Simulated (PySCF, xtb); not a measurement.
TiI3, SMILES [I][Ti+]([I])[I], charge +1, multiplicity 1.

Harmonic wavenumbers (cm⁻¹) from xtb with GFN2-xTB at its own minimum, in rising order: 62, 62, 79, 243, 321, 321.

Task: What does r2SCAN-D4/def2-SVP (PySCF 2.14.0) give at its own minimum? (Estimate from the structure and the level; the computed values follow.)

Result: 65, 65, 71, 242, 365, 365. Paired by order, the mean absolute difference is 17 cm⁻¹ and the zero-point energies are 1.6 and 1.7 kcal/mol.
